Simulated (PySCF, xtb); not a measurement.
Protons, H atoms and electrons added to or taken from Cl[SiH3]. Gas-phase values, no solvent. Strings in code marks are SMILES.

Quantity: proton affinity at 298 K, in kJ/mol. Thermal and zero-point terms are GFN2-xTB rigid-rotor harmonic values (xtb).

Level 1: B3LYP/3-21G // r2SCAN-D4/def2-TZVP (PySCF)
Level 2: M06-2X/6-31G* // r2SCAN-D4/def2-TZVP (PySCF)
Level 3: PBE/6-31G* // r2SCAN-D4/def2-TZVP (PySCF)
Level 4: SVWN5/6-31G* // r2SCAN-D4/def2-TZVP (PySCF)

| species | level 1 | level 2 | level 3 | level 4 |
|---|---|---|---|---|
| proton added at Cl2: `[SiH3][ClH+]` | 623.6 | 621.6 | 634.4 | 607.2 |
